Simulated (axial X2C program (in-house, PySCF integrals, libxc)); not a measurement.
**OSeO²⁺: properties at the nuclei**

Computed with an axial X2C code built on PySCF integrals: two-component X2C with atomic mean-field Coulomb and Gaunt terms, Gaussian nuclei, basis O dyall-av3z, Se dyall-v3z with contracted cores.

O–Se–O held linear, with bonds 1.560 and 1.560 Å (near the PBE0 minimum at charge 2 of the determinant lowest at the starting distance; the state shown can have its own minimum elsewhere, held linear; other orders of the atoms were not compared).

Input and command:
```json
{"zs": [8, 34, 8], "q": 2, "bas": ["dyall-av3z", "dyall-v3z", "dyall-av3z"], "r0": [1.64, 1.64], "symm": 1, "scan": ["PBE0", "HF", "TPSSh"], "levels": ["PBE0", "HF", "r2SCAN"], "nst": 2}
```
```bash
python solin.py task.json out
```

Keys: zs atomic numbers; q charge; bas basis sets; r0 starting distance in Å; symm equal bonds; scan levels of the two-bond scan; levels methods; nst determinants followed.

Determinant lowest in the PBE0 search, Ω = 0 (closed shell), highest spinor mixed:

```csv
level,qzz O (a.u.),qzz Se (a.u.)
PBE0,2.49,-3.41
HF,2.84,-7.65
r2SCAN,2.43,-2.27
```

Determinant 1.93 eV from it at PBE0 and this distance, Ω = 2 (⟨Sz⟩ = 1.00, ⟨Lz⟩ = 1.00 at PBE0), spin on the atoms O 0.53, Se -0.06, O 0.53:

```
 level  A∥/gI O (MHz)  qzz O (a.u.)  A∥/gI Se (MHz)  qzz Se (a.u.)
  PBE0            145         -0.23             743          -3.38
    HF            181         -0.07             522          -4.04
r2SCAN            144         -0.28             790          -2.91
```

A∥ (defined per Ω) follows by multiplying with gI = μI/(I μN); qzz is the electric field gradient, eQq0 = 234.96 MHz × Q/barn × qzz. The operators were transformed with the bare-nucleus X2C matrices; with these basis sets, hyperfine constants and field gradients can be off by tens of per cent, and where levels differ in sign neither size nor sign is settled.

Question: With Q(17O) = -0.02558 barn (Q from Pyykkö, Mol. Phys. 2018), turn the PBE0 values of the first state into constants in MHz.

Answer: eQq0(17O) = 234.96 × (-0.02558) × (2.49) = -15 MHz.

The molecule was held linear; bending was not examined, so a bent shape may lie lower.

Each state is one determinant with collinear spin, which with several unpaired electrons need not be a pure state. Unrestricted Hartree–Fock can overshoot spin polarisation at the nuclei. With several open shells hyperfine constants can be off by a factor of several. Open-shell Ω = 0 determinants with evenly filled partner blocks cannot be reached by this program, so the Ω shown need not be the lowest component. The search compared states at one distance, so a state with another bond length can lie lower. Where a field gradient or hyperfine factor spreads by more than a factor of two over the levels, a constant derived from it is not to be relied on. PBE0 term energies can be off by some tenths of an eV.
